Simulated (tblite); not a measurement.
Compound: C₆H₁₁BO₃.
Cartesian coordinates in Å at the GFN2-xTB level; atoms count from 1:
```
atom  x, y, z in Å
C1    -2.7674    0.9808   -0.3025
C2    -1.5287    0.1051   -0.4224
C3    -1.8248   -1.3594   -0.1182
O4    -0.5745    0.6203    0.5284
C5     0.7045    0.3451    0.3554
O6     1.0609   -0.3525   -0.6344
B7     2.5635   -0.6731   -0.9067
O8     3.4309   -0.1093    0.2089
C9     2.9314    0.5712    1.1562
C10    1.5977    0.8647    1.3167
H11   -3.5144    0.6620   -1.0231
H12   -2.5146    2.0204   -0.4922
H13   -3.1818    0.9014    0.6989
H14   -1.0921    0.1915   -1.4253
H15   -2.5696   -1.7336   -0.8146
H16   -0.9215   -1.9561   -0.2199
H17   -2.2044   -1.4584    0.8964
H18    2.6674   -1.8565   -0.9047
H19    2.8534   -0.1289   -1.9237
H20    3.6521    0.9358    1.8899
H21    1.2231    1.4464    2.1363
```

Method: GFN2-xTB as coded in tblite; computed harmonic values from a numerical Hessian at the method's own geometry, unscaled. Errors from tens to a few hundred cm⁻¹ against measured bands are possible. Modes of hydrogen on boron can be 10 to 20 % off. One conformer, not necessarily the lowest.

Harmonic wavenumbers (cm⁻¹): 47.3, 52.8, 105.4, 132.9, 158.7, 175.1, 220.9, 285.4, 339.9, 382.0, 413.4, 458.5, 485.2, 534.1, 640.5, 681.1, 702.0, 753.1, 827.7, 878.6, 882.2, 918.7, 944.3, 950.2, 962.4, 973.7, 1023.9, 1053.0, 1105.5, 1133.3, 1154.5, 1177.9, 1214.3, 1277.7, 1303.3, 1306.8, 1318.6, 1395.0, 1407.3, 1429.9, 1471.2, 1474.4, 1480.7, 1484.8, 1493.2, 1629.9, 2473.8, 2488.3, 2913.7, 2961.9, 3039.4, 3046.8, 3051.0, 3053.2, 3054.0, 3059.4, 3166.7.

A = 3278, B = 767.1, C = 680.6 MHz; mass 142.080 u (most abundant isotopes); point group C1, symmetry number 1.

What is the zero-point energy?

½Σν̃ = 36275 cm⁻¹ = 103.72 kcal/mol.

Entropy at 200 K, 1 bar (ideal gas, RRHO, classical rotation)?

Translation 38.81, rotation 28.43, vibration 21.36: S = 88.6 cal/(mol K).

And Cp and H(200 K) − H(0)?

Cp = 30.57 cal/(mol K), of which vibrations give 22.62 (their classical limit is 57 R = 113.3); H(200 K) − H(0) = 3.90 kcal/mol without the zero-point energy, 2.31 from vibrations.

Which modes carry the vibrational entropy at 200 K?

47.3 cm⁻¹: 4.14; 52.8 cm⁻¹: 3.92; 105.4 cm⁻¹: 2.58; 132.9 cm⁻¹: 2.15; 158.7 cm⁻¹: 1.83; 175.1 cm⁻¹: 1.65 cal/(mol K); the other 51 give 5.08 together.

How do the functions run with temperature in this model?

```csv
T (K),S (cal/(mol K)),Cp (cal/(mol K)),H − H(0) (kcal/mol),G − H(0) (kcal/mol),ln q(vib)
100,71.5,20.0,1.37,-5.78,2.01
300,103.1,42.0,7.52,-23.42,7.82
500,129.8,63.1,18.13,-46.75,13.55
800,164.3,83.4,40.39,-91.03,21.88
1000,183.9,92.0,57.98,-125.88,27.07
```

q(vib) and H(0) count from the zero-point level.

Hindered rotation and anharmonicity are outside this model. Other conformers, if any are populated, would add a mixing term that is left out. The structure is chiral; the term R ln 2 for an equal mix with its mirror image is left out.

Time: 0.84 s of wall time. Hardware: one thread of an Arm Neoverse V1, shared host with 64 logical CPUs at a one-minute load of 18. This covers the Hessian and the dipole derivatives.
